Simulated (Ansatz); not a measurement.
[WO3Cl]- (WClO3⁻). The state is a singlet with charge -1. Geometry r2SCAN-D4/def2-SVPD, basis def2-TZVPD, Ansatz.

```json
{"run": "A", "HOMO (eV)": "-3.17", "LUMO (eV)": "2.89"}
{"run": "B", "HOMO (eV)": "-7.54", "LUMO (eV)": "4.21"}
{"run": "C", "HOMO (eV)": "-3.58", "LUMO (eV)": "3.17"}
{"run": "D", "HOMO (eV)": "-6.32", "LUMO (eV)": "4.21"}
{"run": "E", "HOMO (eV)": "-2.35", "LUMO (eV)": "2.82"}
{"run": "F", "HOMO (eV)": "-5.03", "LUMO (eV)": "3.58"}
```

In the def2 sets W takes a core potential; there is no spin–orbit coupling. LC-ωPBE has ω = 0.4 bohr⁻¹. HSE06 is defined as in plane-wave codes, on full-range PBE exchange.

Q: The runs used CAM-B3LYP, HF, HSE06, LC-ωPBE, PBE0, r2SCAN. Estimate which is which.

A: A HSE06 (range-separated); B HF (100 % exact exchange); C PBE0 (25 % exact exchange); D LC-ωPBE (range-separated); E r2SCAN (0 % exact exchange); F CAM-B3LYP (range-separated). Exact exchange lowers occupied and raises empty levels; among semilocal functionals meta-GGAs tend to open the gap a little, and such runs are hard to tell apart. The gap grows from 5.17 eV (r2SCAN) to 11.75 eV (HF).
